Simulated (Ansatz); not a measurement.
Molecule: dibromo(dimethoxy)silane, C2H6Br2O2Si (charge 0, singlet). 
Coordinates optimised at B3LYP-D3(BJ)/def2-TZVP (Ansatz, a first-principles code):
```
Si
O 1 1.6110
C 2 1.4279 1 125.67
H 3 1.0881 2 107.30 1 -179.28
H 3 1.0912 4 109.48 2 120.08
H 3 1.0918 4 109.32 5 119.93
O 1 1.6175 2 109.89 3 -60.04
C 7 1.4245 1 126.95 2 178.59
H 8 1.0882 7 107.48 1 -179.37
H 8 1.0918 9 109.40 7 -120.20
H 8 1.0918 9 109.31 10 -119.74
Br 1 2.2107 2 107.54 3 178.86
Br 1 2.2334 2 110.63 3 59.93
```

Property: atomisation energy (electronic, to ground-state atoms), in kcal/mol. Correlated levels leave the core frozen unless marked. UHF or UKS for open shells. Spin-orbit coupling is left out. The frozen core is the preceding noble-gas configuration, with the filled d and f shells of earlier blocks. Non-relativistic. The coupled-cluster limit lacks core correlation, which all-electron functionals hold. Basis-set limits of correlation are two-point, X^-3; Hartree-Fock from the larger set.

```json
[
 {"level": "revPBE-D4/def2-TZVPD", "program": "Ansatz + dftd4", "atomisation energy (kcal/mol)": "1166.2"},
 {"level": "B3LYP/def2-TZVPD", "program": "Ansatz", "atomisation energy (kcal/mol)": "1155.6"},
 {"level": "PBE0/6-31G*", "program": "Ansatz", "atomisation energy (kcal/mol)": "1159.0"},
 {"level": "r2SCAN0-D4/def2-TZVPD", "program": "Ansatz + dftd4", "atomisation energy (kcal/mol)": "1162.3"},
 {"level": "RI-MP2/CBS(def2-TZVPP,def2-QZVPP)", "program": "Ansatz", "atomisation energy (kcal/mol)": "1208.4"}
]
```

Problem. Estimate the value at CCSD(T)/CBS(def2-TZVPP,def2-QZVPP) as computed with Ansatz.

Solution. 1180.2 kcal/mol, so RI-MP2/CBS(def2-TZVPP,def2-QZVPP) differs from it by 28.2 kcal/mol.
